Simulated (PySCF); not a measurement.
GeH5Si, SMILES [SiH3][GeH2] (connectivity only; charge and spin as stated), charge +1, multiplicity 1.

Geometry: PBE-D3(BJ)/def2-TZVP. The multiplicity is an assumed one; other spin states were not compared. The isomer is the one that the SMILES or the coordinates give; other isomers of the formula were not compared.

These are TDDFT-M06-2X/def2-SVPD (PySCF 2.14.0) values and carry that method's errors.

Vertical excitations. Gas-phase values at a fixed geometry. State labels are in the subgroup Cs.

### Question
Give excitation energies, oscillator strengths and character. (The exact figures need the calculation; the answer reports its results.)

### Answer

```json
[
 {"state": "S1", "symmetry": "A'", "energy (eV)": "3.62", "λ (nm)": "342", "f": "0.003", "main pairs": "HOMO→LUMO 99 %"},
 {"state": "S2", "symmetry": "A\"", "energy (eV)": "4.83", "λ (nm)": "257", "f": "0.000", "main pairs": "HOMO−1→LUMO 57 %, HOMO−3→LUMO 42 %"},
 {"state": "S3", "symmetry": "A\"", "energy (eV)": "5.81", "λ (nm)": "213", "f": "0.002", "main pairs": "HOMO−3→LUMO 57 %, HOMO−1→LUMO 42 %"},
 {"state": "S4", "symmetry": "A'", "energy (eV)": "5.82", "λ (nm)": "213", "f": "0.035", "main pairs": "HOMO−2→LUMO 96 %"},
 {"state": "S5", "symmetry": "A'", "energy (eV)": "8.00", "λ (nm)": "155", "f": "0.566", "main pairs": "HOMO→LUMO+1 86 %"},
 {"state": "S6", "symmetry": "A\"", "energy (eV)": "8.02", "λ (nm)": "155", "f": "0.040", "main pairs": "HOMO→LUMO+2 86 %"},
 {"state": "S7", "symmetry": "A\"", "energy (eV)": "8.47", "λ (nm)": "146", "f": "0.009", "main pairs": "HOMO−1→LUMO+1 84 %"},
 {"state": "S8", "symmetry": "A'", "energy (eV)": "8.57", "λ (nm)": "145", "f": "0.058", "main pairs": "HOMO−2→LUMO+1 89 %"},
 {"state": "S9", "symmetry": "A'", "energy (eV)": "8.90", "λ (nm)": "139", "f": "0.033", "main pairs": "HOMO→LUMO+3 54 %, HOMO→LUMO+4 39 %"},
 {"state": "S10", "symmetry": "A'", "energy (eV)": "8.92", "λ (nm)": "139", "f": "0.007", "main pairs": "HOMO→LUMO+4 46 %, HOMO→LUMO+3 41 %, HOMO−1→LUMO+2 7 %"},
 {"state": "T1", "symmetry": "A'", "energy (eV)": "2.90", "λ (nm)": "427", "f": "0", "main pairs": "HOMO→LUMO 98 %"},
 {"state": "T2", "symmetry": "A\"", "energy (eV)": "4.31", "λ (nm)": "288", "f": "0", "main pairs": "HOMO−3→LUMO 55 %, HOMO−1→LUMO 44 %"},
 {"state": "T3", "symmetry": "A'", "energy (eV)": "5.31", "λ (nm)": "234", "f": "0", "main pairs": "HOMO−2→LUMO 97 %"},
 {"state": "T4", "symmetry": "A\"", "energy (eV)": "5.64", "λ (nm)": "220", "f": "0", "main pairs": "HOMO−1→LUMO 55 %, HOMO−3→LUMO 43 %"}
]
```
Triplets are in the Tamm–Dancoff approximation, which puts them higher than full response would, so one can lie above its singlet here.
